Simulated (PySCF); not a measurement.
InFI2, SMILES [F][In]([I])[I].

Geometry optimised at PBE0-D3(BJ)/def2-SVP. The structure was generated by enumeration; whether it is a known compound was not checked. The def2 effective core potentials stand for the cores of I, In; spin–orbit coupling is left out.

These are PySCF with PBE/def2-TZVP values and carry that method's errors.

Gas-phase values at a fixed geometry.

Computed frontier levels, gap, dipole moment and polarisability:
```yaml
highest_occupied_level: -6.99 eV
lowest_empty_level: -3.93 eV
orbital_gap: 3.06 eV
dipole_moment: 1.80 D
quadrupole, principal values (traceless, Buckingham form, about the centre of nuclear charge): -10.82, 4.97, 5.84 D·Å
mean_static_polarisability: 106.9 bohr³ (15.84 Å³)
polarisability_principal_values: 70.4, 92.1, 158.2 bohr³
```
